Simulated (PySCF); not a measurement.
Zero-point energy (kcal/mol) of eight silicon and germanium compounds: PBE-D3(BJ) beside B3LYP-D3(BJ), computed with PySCF for isolated molecules in the bases named; differences from unrounded values. The eight are the first of their class met in an unordered collection, after screening for sound electronic states; none was chosen by its value. Each level has its own optimised geometry.

| molecule | basis | B3LYP-D3(BJ) | PBE-D3(BJ) | difference |
|---|---|---|---|---|
| FGeH₃S₃, SMILES [F][Ge]([SH])([SH])[SH] | def2-SVP | 19.09 | 18.56 | -0.53 |
| Si(Cl)(OH)(SH)2 (ClH₃OS₂Si), SMILES O[Si](S)(S)Cl | def2-SVP | 22.45 | 21.87 | -0.59 |
| C₃H₆FNSi, SMILES N#CCC[SiH2]F | def2-SVP | 53.03 | 51.49 | -1.54 |
| C₂H₉FSi₃, SMILES F[Si@H]1C[SiH2]C[SiH2]1 | def2-SVP | 62.83 | 60.97 | -1.86 |
| C3H6FNSi, SMILES F[SiH2]N1C=CC1 | def2-SVP | 53.72 | 52.18 | -1.54 |
| Ge(H)3(Et) (C2H8Ge), SMILES [GeH3][CH2]C | def2-SVP | 55.08 | 53.71 | -1.37 |
| C2H8FNSi2, SMILES C=C[Si@H](N)[SiH2]F | def2-SVP | 61.18 | 59.46 | -1.71 |
| C2H7FSi2, SMILES F/C=C\[SiH2][SiH3] | def2-SVP | 48.18 | 46.69 | -1.49 |

PBE-D3(BJ) lies below B3LYP-D3(BJ) in 8 and above it in 0 of the eight; the mean signed difference is -1.33 and the largest -1.86 kcal/mol.
